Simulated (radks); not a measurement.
Problem. Excited configurations of neutral samarium: one electron is placed in a higher orbital outside [Xe] 4f6 6s1. The ground configuration is [Xe] 4f6 6s2. All-electron calculation, Dirac Kohn-Sham, LDA (Slater exchange, Perdew-Wang correlation), spin-unpolarised, spherical densities, finite nucleus; open shells fill j = l - 1/2 first; Fermi nuclear charge, rms radius 5.0819 fm. Program: a radial shooting solver on a logarithmic mesh with Libxc functionals. Excitation = E - E(ground); binding = E(ion) - E, where the ion is the core of charge +1; n* = 1/sqrt(2 binding) in atomic units, and the quantum defect is n - n*.

| outer orbital | excitation (eV) | binding (eV) | n* | quantum defect | eigenvalue (eV) | <r> (bohr) |
|---|---|---|---|---|---|---|
| 6d3/2 | 4.623 | 1.517 | 2.995 | 3.005 | -0.728 | 11.28 |
| 6f5/2 | 5.481 | 0.659 | 4.545 | 1.455 | -0.372 | 28.03 |
| 7s1/2 | 3.986 | 2.154 | 2.514 | 4.486 | -1.276 | 10.16 |
| 7f5/2 | 5.659 | 0.480 | 5.325 | 1.675 | -0.296 | 42.01 |

Estimate the row for 7d3/2.

Solution. excitation (eV) 5.201; binding (eV) 0.938; n* 3.808; quantum defect 3.192; eigenvalue (eV) -0.543; <r> (bohr) 21.06. The Delta-SCF ionisation energy is 6.139 eV (NIST Atomic Spectra Database: 5.644 eV, measured). Self-interaction in the functional shifts the binding energies and quantum defects, so they are the method's values and not measured ones. Spin polarisation and multiplet splitting are left out, so open shells lie too high by an amount that depends on their filling.

Beside tabulated values, note that spin-unpolarised runs miss the spin-polarisation part of the exchange energy of open shells.
